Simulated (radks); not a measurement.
Results of a calculation; reference values are marked as such.
Si3+, 11 electrons, occupied as [Ne] 3s1. Level of theory: non-relativistic Kohn-Sham, TPSS, spin-polarised, spherical densities, point nucleus; open shells are filled with parallel spins first; meta-GGA in the generalised Kohn-Sham scheme (a radial shooting solver on a logarithmic mesh with Libxc functionals). Some entries of the table are withheld. Estimate them.

| orbital | occ. | eigenvalue (eV) | <r^2> (bohr^2) |
|---|---|---|---|
| 1s up | 1 | -1825.939 | 0.01673 |
| 1s down | 1 | -1825.753 | 0.01673 |
| 2s up | 1 | (1) | 0.3832 |
| 2s down | 1 | (2) | 0.3822 |
| 2p up | 3 | -132.6095 | 0.3600 |
| 2p down | 3 | -132.3058 | 0.3581 |
| 3s up | 1 | -40.2792 | 3.885 |

Answer. 
(1) 2s up eigenvalue (eV): -176.7801
(2) 2s down eigenvalue (eV): -176.4619
